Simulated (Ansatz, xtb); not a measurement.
# Relative energy of two isomers of CH8O2Si3

Structure a: `O=C[Si@@H](O)[SiH2][SiH3]`, a singlet. Structure b: `O=C[Si@@H]([SiH3])[SiH2]O`, a singlet. Both are isolated molecules in the gas phase, relaxed with B3LYP-D3(BJ)/def2-SVP; each stands in its lowest conformer found.

Task: Estimate which is lower in electronic energy at CCSD(T)/def2-SVP + ΔMP2/def2-TZVPP, and by roughly how much.

Result: Too close to call at this level: CCSD(T)/def2-SVP + ΔMP2/def2-TZVPP gives E(b) − E(a) = −0.039 eV.

The same difference at several levels:

```
                             level               geometry  E(b) − E(a) (eV)  departure from the last row (eV)  job, with rough time for the two
             B3LYP-D3(BJ)/def2-SVP  B3LYP-D3(BJ)/def2-SVP              −0.084                            −0.045             optimisation, 3.4 min
                       HF/def2-SVP  B3LYP-D3(BJ)/def2-SVP              −0.005                            +0.035           part of the CCSD(T) run
                      MP2/def2-SVP  B3LYP-D3(BJ)/def2-SVP              −0.065                            −0.025           part of the CCSD(T) run
                  CCSD(T)/def2-SVP  B3LYP-D3(BJ)/def2-SVP              −0.054                            −0.015                      single point
CCSD(T)/def2-SVP + ΔMP2/def2-TZVPP  B3LYP-D3(BJ)/def2-SVP              −0.039                                                  single point, 48 s
```

As drawn, both hold the same kinds of bond in the same numbers.

The largest departure from CCSD(T)/def2-SVP + ΔMP2/def2-TZVPP is that of B3LYP-D3(BJ)/def2-SVP, 0.045 eV. Levels run at GFN2-xTB geometries aren't shown. The last row adds to CCSD(T) the change of the MP2 difference between the two basis sets, here +0.015 eV.

With thermal terms from frequencies at re-optimised GFN2-xTB minima (ideal gas, soft modes damped towards free rotors, one conformer each, 298.15 K, 1 atm): the zero-point term adds +0.013 eV; ΔH is −0.036 and ΔG −0.004 eV.

The correlated steps freeze 18 core orbitals. Run with Ansatz 0.2.0, xtb 6.7.1; the last row on 2 threads of Intel(R) Xeon(R) 6975P-C (Granite Rapids) on a shared host.
